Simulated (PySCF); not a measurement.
## Löwdin shares of the frontier orbitals

Compound: C5H9ClSi.
SMILES with atom numbers: `[CH3:1][C@@H:2]1[CH:3]=[C:4]([Cl:5])[CH2:6][SiH2:7]1` (hydrogens: H8, H9, H10 on C1; H11 on C2; H12 on C3; H13, H14 on C6; H15, H16 on Si7)

Theory: PySCF 2.14.0, density-fitted response routines, TDDFT CAM-B3LYP/def2-SVPD, vertical, gas phase, core orbitals frozen in the response. Isolated species at its GFN2-xTB geometry, gas phase.

Kohn–Sham orbitals with the atoms that hold most of them (Löwdin shares over 4%, at most four atoms; ? is withheld):

```csv
orbital,ε (eV),atoms
LUMO+2,1.32,"C4 16%, C3 15%, Si7 14%, Cl5 14%"
LUMO+1,1.15,"Si7 29%, C6 11%, Cl5 9%, H13 8%"
LUMO,1.00,"Si7 16%, C4 13%, C1 11%, C3 10%"
HOMO,-8.31,?
HOMO-1,-9.62,?
HOMO-2,-9.96,"Cl5 45%, C2 13%, Si7 11%, C3 6%"
HOMO-3,-10.86,"Cl5 30%, Si7 18%, H16 12%, H15 11%"
```

Problem. Give the leading atoms of the HOMO-1.

Solution. C2 (bonded to 2 C, Si and H) 21%; Si7 (bonded to 2 C and 2 H) 19%; C6 (bonded to C, Si and 2 H) 18%; Cl5 (bonded to C) 16%. By element: carbon 40% or more, silicon 19%, chlorine 16%.

Problem. Which atoms hold the HOMO, and with what shares?

Solution. C3 (bonded to 2 C and H) 28%; C4 (bonded to 2 C and Cl) 26%; Cl5 (bonded to C) 23%; C2 (bonded to 2 C, Si and H) 6%. By element: carbon 60% or more, chlorine 23%.

Problem. How does S1 compare with the orbital gap of 9.31 eV?

Solution. S1 is at 6.45 eV (f = 0.044), 2.86 eV below the gap, made of HOMO→LUMO (56%), HOMO→LUMO+4 (10%), HOMO→LUMO+5 (9%). Without the coupling terms of the response equations the lowest excitation would equal the gap.

Next come S2 at 6.57 eV (f 0.185), HOMO→LUMO+2 (43%), HOMO→LUMO+1 (30%), HOMO→LUMO (20%); S3 at 6.71 eV (f 0.034), HOMO→LUMO+1 (52%), HOMO→LUMO+2 (23%), HOMO→LUMO+3 (13%); S4 at 7.17 eV (f 0.0003), HOMO→LUMO+3 (23%), HOMO→LUMO+2 (22%), HOMO→LUMO+5 (20%); S5 at 7.29 eV (f 0.0061), HOMO-1→LUMO (57%), HOMO-1→LUMO+2 (29%).

Löwdin shares depend on the basis, the more so with diffuse functions.
